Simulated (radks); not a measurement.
S2+, 14 electrons, occupied as [Ne] 3s2 3p2 (the NIST ground configuration). Method: scalar-relativistic Kohn-Sham, r2SCAN, spin-polarised, spherical densities, finite nucleus; open shells are filled with parallel spins first; meta-GGA in the generalised Kohn-Sham scheme; Fermi nuclear charge, rms radius 3.2611 fm; computed with a radial shooting solver on a logarithmic mesh with Libxc functionals.

Local quantities along the radius. ELF = 1/(1 + alpha^2) is the electron localisation function; alpha = (tau - tau_W)/tau_unif compares the Pauli kinetic energy density with that of the uniform gas (summed over spins); s = |grad rho|/(2 (3 pi^2)^(1/3) rho^(4/3)) is the reduced gradient; r v_xc is r times the local exchange-correlation potential of spin up (hartree bohr, multiplicative part alone); 4 pi r^2 rho is in e/bohr. tau is taken from the large components.

r (bohr)	ELF	alpha	s	r v_xc	4 pi r^2 rho
0.007499	1.000	0.01184	0.4216	-0.1449	1.536
0.009609	1.000	0.01292	0.4264	-0.1734	2.349
0.01231	1.000	0.01449	0.4349	-0.2081	3.527
0.01578	1.000	0.01683	0.4479	-0.2496	5.168
0.02022	1.000	0.02043	0.4665	-0.2982	7.341
0.02591	0.999	0.02625	0.4925	-0.3536	10.03
0.03347	0.999	0.03669	0.5296	-0.4168	13.12
0.04289	0.997	0.05571	0.5792	-0.4816	15.96
0.05497	0.991	0.09479	0.6463	-0.5480	17.94
0.07044	0.967	0.1842	0.7337	-0.6176	18.32
0.09026	0.857	0.4078	0.8307	-0.6743	16.84
0.1157	0.527	0.9477	0.8761	-0.5280	14.23
0.1482	0.248	1.743	0.7253	-0.5466	12.21
0.1899	0.265	1.665	0.4164	-0.6633	12.48
0.2434	0.542	0.9185	0.2884	-0.8439	15.03
0.3144	0.792	0.5125	0.3683	-0.9594	17.51
0.4029	0.864	0.3969	0.5339	-1.017	16.73
0.5163	0.830	0.4523	0.7816	-1.017	12.25
0.6617	0.527	0.9475	1.117	-0.6148	6.734
0.8479	0.109	2.857	1.103	-0.6353	3.365
1.087	0.232	1.821	0.4430	-0.8247	2.749
1.392	0.799	0.5022	0.4956	-0.9885	2.961
1.784	0.889	0.3528	0.8716	-1.029	2.372
2.286	0.809	0.4865	1.530	-0.9379	1.211
2.953	0.482	1.037	3.011	-0.4270	0.3482
3.785	0.084	3.301	6.832	-0.04222	0.05543
4.85	0.004	16.47	19.22	-0.1123	0.004244
6.215	0.000	141.4	71.70	-0.03400	0.0001344

On this mesh the ELF has minima near r = 0.17, 0.96 bohr, which separate the shells, and maxima near 0.40 (0.86), 1.8 (0.89).
